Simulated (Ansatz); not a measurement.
Ansatz results at the PBE0-D4/def2-TZVP geometry: HOMO–LUMO gap (ωB97M-V/def2-TZVPP) 8.49 eV; HOMO–LUMO gap (PBE0/def2-TZVPP) 4.46 eV; LUMO energy (PBE0/def2-TZVPP) -1.74 eV.

Each molecule was computed in one conformer, which needn't be the lowest.

**Question.** Which molecule gave them?
A. `F[Si]O[SiH3]`
B. `[SiH3][SiH]1NC[SiH2]1`
C. `S[Si]Br`
D. `C[Si]N([SiH3])[SiH3]`

**Answer.** D. The others give `S[Si]Br`: 8.57, 4.60, -2.60; `F[Si]O[SiH3]`: 10.22, 6.02, -1.72; `[SiH3][SiH]1NC[SiH2]1`: 9.84, 5.99, -0.58.
